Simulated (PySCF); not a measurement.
# Effect of structural changes

The calculation used TDDFT CAM-B3LYP/aug-cc-pVDZ circular dichroism and optical rotation, one conformer, gas phase (PySCF 2.14.0). Geometry: GFN2-xTB.

Each molecule in one low-energy conformer. The parent is C=C[C@@H]1O[C@@H](C#N)[GeH2]1.

The molecule is flexible and this is one conformer; a measurement averages over conformers. The calculation is non-relativistic, which matters for the atoms heavier than Zn.

**Question.** How does the specific rotation at 589.3 nm (origin-invariant length gauge) change along this series?
- C=C[C@@H]1O[C@@H](C#N)[GeH2]1 (base)
- C=C[C@@H]1O[C@H](C#N)[GeH2]1 (diastereomer)

**Answer.** 
| molecule | [α]589 (deg dm⁻¹ (g/mL)⁻¹) | S1 (eV) | R(S1), velocity form (10⁻⁴⁰ esu² cm²) |
| --- | --- | --- | --- |
| C=C[C@@H]1O[C@@H](C#N)[GeH2]1 | +563.5 | 5.74 | +52.5 |
| C=C[C@@H]1O[C@H](C#N)[GeH2]1 | +330.9 | 5.54 | +113.0 |

The specific rotation at 589.3 nm (origin-invariant length gauge) is lowest for C=C[C@@H]1O[C@H](C#N)[GeH2]1 and highest for C=C[C@@H]1O[C@@H](C#N)[GeH2]1.
